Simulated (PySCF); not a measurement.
**Calculated NMR parameters of CCOC(=O)/C=C\F**

- Formula: C5H7FO2
- SMILES: CCOC(=O)/C=C\F
- InChI: InChI=1S/C5H7FO2/c1-2-8-5(7)3-4-6/h3-4H,2H2,1H3/b4-3-
- Point group of the computed structure: C1
- Degrees of unsaturation: 2
- Carbon signals: 5
- Proton signals: 4

Bonds (- single, = double, # triple, : aromatic): C1-C2 1.522 Å, C2-O3 1.427 Å, O3-C4 1.331 Å, C4=O5 1.207 Å, C4-C6 1.483 Å, C6=C7 1.326 Å, C7-F8 1.328 Å. C1 carries H9, H10, H11; C2 carries H12, H13; C6 carries H14; C7 carries H15. Stereochemistry as in CCOC(=O)/C=C\F.

Method: GIAO PBE0/pcSseg-1 shieldings, coordinates at the GFN2-xTB level, in PySCF (single conformer, non-relativistic Hamiltonian, equivalent nuclei averaged, isolated molecule).

Chemical shifts δ = σref − σ; ¹H and ¹³C against TMS; ¹⁹F against CFCl3; H2O for ¹⁷O, all at this level.

| carbon | δC, type | δH (multiplicity) | HMBC from (2–3 bonds) | span of the C tensor (ppm) |
| --- | --- | --- | --- | --- |
| C1 | 16.4, CH3 | 1.37 (t) | H12/H13 | 36 |
| C2 | 63.1, CH2 | 4.48 (q) | H9/H10/H11 | 82 |
| C4 | 169.8, C | – | H15, H14, H12/H13 | 152 |
| C6 | 112.6, CH | 5.36 (m) | H15 | 151 |
| C7 | 168.6, CH | 7.14 (m) | H14 | 163 |

Other nuclei:
```
atoms  nucleus            environment  δ (ppm)  σ (ppm)
   F8      ¹⁹F       vinylic fluorine    -89.4    260.3
   O5      ¹⁷O  ester carbonyl oxygen    441.1   -105.0
   O3      ¹⁷O    ester alkoxy oxygen    218.2    117.9
```

1. Carbon types of the structure: 1 × C, 2 × CH, 1 × CH2, 1 × CH3, which accounts for all hydrogens.
2. δC 169.8: ester carbonyl carbon; lone-pair donation from the attached heteroatom keeps it upfield of a ketone carbonyl.
3. δC 168.6: β carbon of a C=C–C=O unit; conjugation with the carbonyl draws π density from the β position.
4. δC 112.6: α carbon of a C=C–C=O unit; as expected for a trigonal carbon in a double bond.
5. δC 63.1: sp3 CH2 bonded to O; deshielded by the electronegative neighbour.
6. δH 4.48: hydrogen on an sp3 CH2 bonded to O; its carbon carries O, which withdraws density.

Splittings by ¹⁹F in the carbon and heteronuclear signals aren't shown, as no couplings were computed. Shifts are as computed. Against solution values, carbons near 30 ppm lie about +3 ppm off and those near 130 ppm about +5 ppm (rms about the fit 2.1 ppm; single classes can miss by 10 ppm). Of 1328 compounds with measured shifts, 309 miss one by over three times the rms of a fit or turn the order of signals round; such compounds aren't used in these exercises. Signals without a measured value on file couldn't be tested in this way; 1H shifts scatter by 0.2 ppm about their fit, and single ones miss by 0.5 ppm. Unscaled 19F shifts against computed CFCl3 carry errors that often reach 10 to 50 ppm. Unscaled 17O shifts of doubly bonded oxygen tend to come out too high, by tens of ppm or more. Experimental scales use liquid or dissolved standards, which lie at an offset from isolated H2O (liquid H2O: subtract about 36 ppm). Multiplicities follow the n + 1 count of equivalent neighbours, as no J values were calculated; m marks all less simple cases, F and P coupling included.
